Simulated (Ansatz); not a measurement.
Geometry optimisation, Ansatz 0.2.0, RKS PBE0-D4/cc-pVDZ.

The input (input.yaml):

```yaml
crystal:
  periodic: [false, false, false]
  atoms:
    - { symbol: "N", position_ang: [-0.3201, 1.808, 0.1094] }
    - { symbol: B, position_ang: [0.1577, 0.7516, -0.8147] }
    - { symbol: C, position_ang: [-0.0668, -0.7819, -0.4546] }
    - { symbol: "N", position_ang: [0.7634, -1.0925, 0.7814] }
    - { symbol: H, position_ang: [-1.3839, 1.6619, 0.2296] }
    - { symbol: H, position_ang: [0.1053, 1.7663, 1.0213] }
    - { symbol: H, position_ang: [0.7021, 1.0483, -1.8329] }
    - { symbol: H, position_ang: [0.4007, -1.3823, -1.283] }
    - { symbol: H, position_ang: [-1.1135, -0.9854, -0.2766] }
    - { symbol: H, position_ang: [0.1581, -0.7091, 1.6185] }
    - { symbol: H, position_ang: [0.6624, -2.142, 0.9222] }
basis:
  gaussian: { orbitals: cc-pVDZ }
hamiltonian:
  xc: pbe0
  dispersion: d4
relax:
  f_tol: 0.015
  max_steps: 40
```

Launched with:

```bash
$ ansatz run input.yaml --threads 1 --pin off --max-ram 2048MiB --backend cpu --events-out ev --progress --plain --runs-dir out
```

Question: Where does it end, and by what steps?

Answer: The forces met the threshold. After 25 steps the energy has fallen by 1.707 eV; H6 moved furthest, 1.74 Å.

```tsv
step	energy less start (eV)	largest force component (eV/Å)	accepted
0	0.0000	2.216	yes
1	-0.3697	1.325	yes
2	-0.6015	1.135	yes
3	-0.8519	1.492	yes
4	-1.0019	3.778	yes
5	-1.2733	1.347	yes
6	-1.4722	0.725	yes
7	-1.5667	0.384	yes
8	-1.5915	1.547	yes
9	-1.6094	0.489	yes
10	-1.6442	0.342	yes
11	-1.6510	0.047	yes
12	-1.6593	0.120	yes
13	-1.6641	0.269	yes
14	-1.6721	0.208	yes
15	-1.6841	0.153	yes
16	-1.6629	0.533	no
17	-1.6916	0.094	yes
18	-1.6965	0.149	yes
19	-1.6999	0.243	yes
20	-1.7032	0.160	yes
21	-1.7060	0.057	yes
22	-1.7066	0.038	yes
23	-1.7070	0.022	yes
24	-1.7071	0.025	yes
25	-1.7071	0.014	yes
```

```xyz
11
Properties=species:S:1:pos:R:3
N -0.628 1.802 -0.198
B 0.305 0.768 -0.244
C -0.149 -0.742 -0.148
N 0.890 -1.615 0.393
H -1.621 1.649 -0.075
H -0.380 2.775 -0.313
H 1.471 1.064 -0.385
H -0.336 -1.050 -1.198
H -1.140 -0.826 0.354
H 1.123 -1.318 1.341
H 0.530 -2.564 0.495
```

Time of the run: 92 s on 1 thread of Arm Neoverse V1 (shared host), peak memory 0.17 GiB.
